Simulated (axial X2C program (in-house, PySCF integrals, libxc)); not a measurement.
# KTi: from the spin-free to the two-component result

Computed with an in-house all-electron X2C program for linear molecules (integrals from PySCF). Spin-free means the one-electron spin-free X2C Hamiltonian; two-component (2c) means X2C with spin–orbit coupling and atomic mean-field two-electron Coulomb and Gaunt terms, so the difference of the two also holds small scalar two-electron terms. Basis: Ti dyall-cv3z [10s10p6d4f2g], K dyall-cv3z [11s12p6d3f] (cores contracted in-house); Gaussian nuclei, density fitting, unrestricted open shells. Masses: Ti 47.948 u, K 38.964 u.

Spin-free state: M_S = 3/2, Λ = 2 (beyond evenly filled blocks: π+α, π-α, δ+α); fragments Ti + K.

```
  level  Re (Å)  ωe (cm⁻¹)  De (eV)  μ (D)
   PBE0   3.364      110.2    0.576   4.63
   CCSD   3.311      118.7      n/a    n/a
CCSD(T)   3.247      127.1      n/a    n/a
r2SCAN0   3.486       94.1    0.450   4.34
```

Correlated methods: 13 electrons correlated (number of frozen shells: Ti 3 s, 2 p; K 2 s, 1 p), 321 virtual spin orbitals or spinors in MP2, 90 natural virtuals in coupled cluster.

Dipoles are positive if K is the positive end.

Two-component determinant lowest at the distance of the search:

Ω = 1/2 (⟨Sz⟩ = -1.50, ⟨Lz⟩ = 2.00 at HF); fragments Ti + K.

```tsv
level	Re (Å)	ωe (cm⁻¹)	μ (D)
PBE0	3.365	110.1	4.62
CCSD	3.311	118.5	n/a
CCSD(T)	3.248	126.9	n/a
r2SCAN0	3.486	94.0	4.33
```

Task: From the two tables, how do the constants change at the CCSD(T) level (2c against spin-free)?

Result: At the CCSD(T) level Re goes up by 0.001 Å and ωe stays the same within 0.2 cm⁻¹.

The state is a single determinant with fixed occupations, the lowest that a limited PBE0 search found. Dissociation energies refer to the lowest single-determinant-based atoms at the same level and basis. De is not given where an atomic determinant may have missed its ground term or J level, or where the truncated virtual space spoils (T). Density functionals use the spin component along the axis (collinear). CCSD and (T) use frozen natural virtuals with an MP2 correction for the truncation; (T) itself is uncorrected, so its De runs slightly low. The 2c atoms are single determinants rather than J levels; their spin–orbit lowering is only partly caught, and De is too large by that part. This holds for CCSD(T). Other states lie close and PBE0, whose exact exchange favours high spin, may order them wrongly; the determinant shown need not be the ground state. The nearest other spin-free determinant of the search, M_S = 3/2, Λ = 3, lies 0.14 eV up at the distance of the search. The functionals have no current-density term, which raises determinants with orbital currents, atoms included. The atomic limit has a lower orbital projection than the molecule and lies lower at mean-field level, so De may be about a tenth of an eV too small. With several unpaired electrons one determinant need not be a pure state. The outer-core s and p shells of the metal are frozen in the correlated rows, which leaves out core–valence correlation; for alkali and alkaline-earth bonds that tends to lengthen them. The determinant is spin-polarised beyond a pure state at some levels (its spin-free form has ⟨S²⟩ too high), which makes Re and μ there less reliable. The T1 diagnostic is large, a sign of multireference character.
